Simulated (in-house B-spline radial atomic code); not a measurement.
Results of a calculation; reference values are marked as such.
# Making a Troullier-Martins p channel for Mg, r_c = 0.54 bohr

Mg, [Ne] 3s2, non-relativistic LDA (VWN5), spherical and spin-unpolarised, from an all-electron radial atomic-structure program (B-spline basis) (atomic units). The all-electron 2p level is ε = -1.718970 hartree and its outer maximum at 0.48 bohr.

Inside r_c the pseudo-orbital is u(r) = r^2 exp(p(r)), with p = c0 + c2 r² + c4 r⁴ + … + c12 r¹². The seven coefficients follow from p and its first four derivatives at r_c, from zero curvature of the screened potential at the origin, c4 = −c2²/(2l + 5), and from the norm inside r_c. At r_c the all-electron orbital has P = 1.13635, P' = -0.3933389, the screened potential V = -7.461055, V' = 25.64704, V'' = -125.5207, and the norm inside is Q = 0.4028558.

**Question.** What are p, p' and p'' at r_c?

**Answer.** p = ln(P/r_c^2) = ln(1.13635/0.2916) = 1.36019. p' = P'/P − 2/r_c = -0.34614 − 3.70370 = -4.04985. The radial equation gives p'' = 2(V − ε) − 2(2) p'/r_c − p'² = -11.48417 − (-29.99886) − 16.40125 = 2.11344. Differentiating, p''' = 2V' + 2(2)p'/r_c² − 2(2)p''/r_c − 2p'p'' = -2.7963, and p'''' = 2V'' − 4(2)p'/r_c³ + 4(2)p''/r_c² − 2(2)p'''/r_c − 2p''² − 2p'p''' = 1.8249.

For a trial c2 the five matching conditions are linear in c0, c6, c8, c10 and c12, and c2 is varied until the norm inside r_c equals Q. The root nearest zero gives:

```csv
n,c_n
0,3.215879
2,-9.0134
4,-11.60591
6,227.3594
8,-930.1868
10,1701.405
12,-1202.947
```

**Question.** Check c4 and p(r_c), and find the screened pseudopotential at the origin.

**Answer.** −c2²/7 = -11.6059, as listed. The terms c_n r_c^n are 3.21588, -2.62831, -0.98686, 5.63735, -6.72543, 3.58711, -0.73956, which sum to 1.36019. Inverting the radial equation, V_l(r) = ε + 2 p'/r + (p'' + p'²)/2, so V_l(0) = ε + (2l + 3) c2 = -1.71897 + 5 × (-9.0134) = -46.7860 hartree, finite where the all-electron potential diverges.

Orbitals and screened potentials:

| r (bohr) | P | u | V all-electron | V pseudo |
| --- | --- | --- | --- | --- |
| 0.054 | 0.1128 | 0.07079 | -192.7 | -46.73 |
| 0.135 | 0.4532 | 0.3845 | -63.49 | -44.84 |
| 0.216 | 0.7686 | 0.7589 | -33.38 | -37.18 |
| 0.297 | 0.986 | 1.011 | -20.73 | -24.51 |
| 0.378 | 1.106 | 1.118 | -14.04 | -13.64 |
| 0.459 | 1.148 | 1.149 | -10.03 | -9.19 |
| 0.54 | 1.136 | 1.136 | -7.461 | -7.461 |

Logarithmic derivatives P'/P at R = 0.84 bohr, for energies E around ε:

```
E − ε (hartree)  all-electron     pseudo
           -0.5     -0.360256  -0.360019
          -0.25     -0.727397  -0.727325
           -0.1     -0.974203   -0.97419
              0       -1.1518    -1.1518
            0.1      -1.34124   -1.34123
           0.25      -1.65072   -1.65061
            0.5      -2.24917   -2.24859
```

**Question.** With P(R) = 0.8866448 and a norm of 0.7205117 inside R, what slope in energy does norm conservation fix?

**Answer.** d(P'/P)/dE = −2 × (norm inside R)/P(R)² = -1.8330 per hartree·bohr at E = ε, for both atoms, since orbital and norm agree at R. Differences over ±0.1 hartree give -1.8352 (all-electron) and -1.8352 (pseudo), which also hold third-order terms. Half a hartree below ε the two curves differ by +0.0002.
